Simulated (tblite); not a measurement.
Compound: C4H6BNO3.
Atom-mapped SMILES: `[O:1]=[C:2]1[CH:3]=[CH:4][C@@H:5]([B:6]([OH:7])[OH:8])[NH:9]1` (hydrogens: H10 on C3; H11 on C4; H12 on C5; H13 on O7; H14 on O8; H15 on N9)

Computed with GFN2-xTB (tblite), gas phase: L-BFGS steps from a force-field or distance-geometry start until the largest atomic force falls under 0.01 eV/Å.

Step 18: E = -763.2318 eV
```
atom  x, y, z in Å  |  force x, y, z in eV/Å
O1     -2.9479    1.4553   -0.6509    0.259   0.235  -0.093
C2     -2.0102    0.7743   -0.3003    0.200  -0.233   0.227
C3     -2.0096   -0.6553    0.0562    0.095  -0.244  -0.135
C4     -0.7800   -1.0533    0.3764   -0.040   0.165   0.239
C5      0.1586    0.1211    0.3777   -0.018   0.042   0.026
B6      1.6644   -0.1650   -0.1913   -0.182  -0.205   0.039
O7      2.6192    0.7215   -0.5585   -0.206   0.030   0.161
O8      2.0077   -1.4581   -0.0763    0.144  -0.055  -0.076
N9     -0.7091    1.1744   -0.1172   -0.075  -0.056  -0.109
H10    -2.8899   -1.2668    0.0175   -0.073   0.034  -0.059
H11    -0.4881   -2.0432    0.6865    0.129   0.186  -0.063
H12     0.3958    0.3089    1.4453   -0.123   0.090  -0.005
H13     2.4487    1.6571   -0.4801   -0.097   0.039  -0.144
H14     2.9306   -1.6615   -0.2433   -0.034   0.018  -0.093
H15    -0.3946    2.0983   -0.3635    0.020  -0.047   0.084
```

Step 19: E = -763.2525 eV
```
atom  x, y, z in Å  |  force x, y, z in eV/Å
O1     -2.9368    1.4716   -0.6564    0.299   0.070  -0.042
C2     -2.0091    0.7760   -0.3030    0.176  -0.195   0.198
C3     -2.0108   -0.6568    0.0527    0.090  -0.218  -0.149
C4     -0.7813   -1.0574    0.3729    0.017   0.176   0.404
C5      0.1548    0.1185    0.3902    0.057   0.084  -0.009
B6      1.6650   -0.1742   -0.1694   -0.180  -0.088  -0.020
O7      2.6161    0.7183   -0.5330   -0.230   0.166   0.096
O8      2.0163   -1.4660   -0.0723    0.100  -0.049  -0.076
N9     -0.7070    1.1694   -0.1223   -0.022  -0.031  -0.096
H10    -2.8909   -1.2673    0.0143   -0.093   0.017  -0.082
H11    -0.4708   -2.0430    0.6906    0.004   0.259  -0.123
H12     0.3845    0.3252    1.4586   -0.162   0.003  -0.076
H13     2.4313    1.6578   -0.5074   -0.072  -0.145  -0.086
H14     2.9332   -1.6620   -0.2763   -0.028   0.020  -0.043
H15    -0.3989    2.0980   -0.3612    0.044  -0.070   0.105
```

Step 20: E = -763.2711 eV
```
atom  x, y, z in Å  |  force x, y, z in eV/Å
O1     -2.9168    1.4910   -0.6620    0.257  -0.131   0.027
C2     -2.0060    0.7738   -0.3017    0.116  -0.071   0.058
C3     -2.0112   -0.6632    0.0466    0.054  -0.108  -0.099
C4     -0.7826   -1.0587    0.3776    0.033   0.153   0.438
C5      0.1513    0.1161    0.4007    0.097   0.091  -0.014
B6      1.6604   -0.1852   -0.1524   -0.117   0.093  -0.108
O7      2.6006    0.7215   -0.5128   -0.085  -0.239   0.034
O8      2.0256   -1.4736   -0.0771   -0.205  -0.008   0.022
N9     -0.7046    1.1618   -0.1283    0.086  -0.029  -0.053
H10    -2.8953   -1.2675    0.0098   -0.073  -0.012  -0.101
H11    -0.4497   -2.0376    0.6932   -0.096   0.224  -0.122
H12     0.3744    0.3418    1.4670   -0.164  -0.057  -0.080
H13     2.4183    1.6542   -0.5287   -0.187   0.159  -0.023
H14     2.9343   -1.6613   -0.2975    0.223  -0.013  -0.086
H15    -0.4031    2.0949   -0.3562    0.061  -0.053   0.110
```

Step 21: E = -763.2819 eV
```
atom  x, y, z in Å  |  force x, y, z in eV/Å
O1     -2.8975    1.5011   -0.6679    0.171  -0.236   0.073
C2     -1.9994    0.7703   -0.3000    0.041   0.064  -0.128
C3     -2.0068   -0.6693    0.0377   -0.016   0.031  -0.007
C4     -0.7814   -1.0527    0.3900    0.001   0.068   0.338
C5      0.1504    0.1204    0.4138    0.088   0.031   0.022
B6      1.6572   -0.1962   -0.1298   -0.055   0.119  -0.101
O7      2.5979    0.7124   -0.4795   -0.210   0.459  -0.139
O8      2.0324   -1.4831   -0.0682    0.197  -0.080  -0.140
N9     -0.6991    1.1572   -0.1377    0.214  -0.033   0.002
H10    -2.8948   -1.2687    0.0038   -0.035  -0.028  -0.123
H11    -0.4405   -2.0297    0.6917   -0.084   0.116  -0.048
H12     0.3514    0.3573    1.4809   -0.096  -0.059  -0.069
H13     2.3867    1.6508   -0.5623   -0.015  -0.485   0.089
H14     2.9405   -1.6569   -0.3448   -0.242   0.072   0.118
H15    -0.4014    2.0950   -0.3496    0.043  -0.038   0.113
```

Problem. Estimate the geometry and energy of step 22. (The exact step hangs on the optimiser's Hessian estimate; all steps are aligned on step 21, rigid shifts and turns removed.)

Solution. E = -763.2949 eV, largest force 0.201 eV/Å
```
atom  x, y, z in Å  |  force x, y, z in eV/Å
O1     -2.8916    1.4975   -0.6670    0.056  -0.156   0.041
C2     -1.9955    0.7673   -0.2981    0.049   0.062  -0.171
C3     -2.0046   -0.6723    0.0358   -0.031   0.088   0.049
C4     -0.7808   -1.0477    0.4009   -0.056   0.029   0.163
C5      0.1526    0.1223    0.4113    0.032  -0.034   0.046
B6      1.6518   -0.1960   -0.1385   -0.008   0.070  -0.070
O7      2.5887    0.7148   -0.4873   -0.031  -0.040  -0.097
O8      2.0313   -1.4822   -0.0757   -0.117  -0.014  -0.031
N9     -0.6961    1.1563   -0.1389    0.197  -0.040   0.002
H10    -2.8951   -1.2693    0.0021    0.006  -0.019  -0.115
H11    -0.4430   -2.0251    0.6890   -0.014  -0.003   0.034
H12     0.3515    0.3558    1.4757   -0.033  -0.006   0.029
H13     2.3865    1.6439   -0.5530   -0.144   0.048   0.028
H14     2.9379   -1.6516   -0.3329    0.061   0.010  -0.002
H15    -0.3979    2.0940   -0.3455    0.035   0.006   0.095
```

The energy changes by -0.0131 eV. The first-order estimate −F·Δx gives -0.0213 eV and the mean of the old and new forces, exact on a quadratic surface, -0.0131 eV. The step makes an angle of 49° with the force vector and moves no atom by more than 0.013 Å.

What follows is the cost of the whole relaxation. On one thread of an Arm Neoverse V1, shared host with 64 logical CPUs at a one-minute load of 30, this took 0.73 s of wall time.
